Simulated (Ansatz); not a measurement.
A made-up structure of NaSnH3, singlet:

Na1  (-2.756, 0.365, 0.292)
Sn2  (0.110, -0.015, -0.012)
H3  (-4.227, 1.544, 0.864)
H4  (0.711, -1.629, 0.190)
H5  (1.136, 0.866, 1.075)
(Å)

It is relaxed with PBE-D4/def2-SVP and then PBE0-D4/def2-TZVP (Ansatz 0.2.0). Atoms count as bonded within 1.22 times the sum of their covalent radii (H–H: 0.88 Å). The end point is not checked to be a true minimum.

(1) Does its bonding change? (Judge from chemistry; the calculation decides.)

## Answers

(1) The calculation gives: Yes. Formed: Sn2–H3; broken: Na1–H3.

Where it ends: The first stage lowers the energy by 1.98 eV in 29 steps. It ends as NaSnH₃ ([Na][SnH3]):
```
atom    x (Å)    y (Å)    z (Å)
 Na1  -2.7491   1.1215  -1.5109
 Sn2  -0.9354   0.1905   0.5612
  H3  -1.5618   0.1251   2.1777
  H4  -0.2977  -1.4129   0.3818
  H5   0.5182   1.1068   0.7999
```

Labels in which every atom is bracketed show which atoms are joined, not bond orders.

For scale, one of the runs: PBE0-D4/def2-TZVP relaxation, 100 basis functions, launched by `ansatz run in.yaml --threads 2 --pin off --events-out ev --progress --plain --max-ram 4352MiB`. The run took about 13 s on 2 CPU threads of an Arm Neoverse V2 (shared host).
